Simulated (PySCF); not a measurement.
Two species compared at the same levels of theory.

First species: C6H12NP.
SMILES: `CCCPCCC#N`

Second species: C6H4.
SMILES: `C#CC1=CC1=C`

Levels: PBE0/pcSseg-1 for dipole moment, HOMO energy, LUMO energy and HOMO–LUMO gap; GFN2-xTB for rotational constant A and rotational constant C. Geometries: GFN2-xTB. All species are isolated and taken at one optimised geometry, non-relativistic unless stated; the electronic structure was computed with PySCF and density fitting.

Dipoles, sizes and rotational constants follow the conformer. The torsions of the flexible species, by atom-mapped SMILES:
- `[CH3:1][CH2:2][CH2:3][PH:4][CH2:5][CH2:6][C:7]#[N:8]`: C1–C2–C3–P4 58°, C2–C3–P4–C5 75°, C3–P4–C5–C6 163°, P4–C5–C6–C7 179°

```json
{"property": "dipole moment", "column X": "1.68 D", "column Y": "3.84 D"}
{"property": "HOMO energy", "column X": "-6.17 eV", "column Y": "-7.22 eV"}
{"property": "LUMO energy", "column X": "-1.72 eV", "column Y": "0.17 eV"}
{"property": "HOMO–LUMO gap", "column X": "4.45 eV", "column Y": "7.39 eV"}
{"property": "rotational constant A", "column X": "10.960 GHz", "column Y": "3.635 GHz"}
{"property": "rotational constant C", "column X": "1.897 GHz", "column Y": "0.614 GHz"}
```

Task: Which column belongs to which species?

Result: Column X is the second species and column Y the first. The first has 20 atoms and 70 electrons, the second 10 and 40.

Task: How does each property change from the first species to the second?

Result: dipole moment -2.16 D; HOMO energy +1.05 eV; LUMO energy -1.89 eV; HOMO–LUMO gap -2.94 eV; rotational constant A +7.325 GHz; rotational constant C +1.283 GHz.

On the first: The dipole matches unit charges of opposite sign 0.80 Å apart (1 e·Å = 4.8032 D).

On the second: In atomic units the dipole is 0.66 e·bohr (1 au = 2.5417 D).
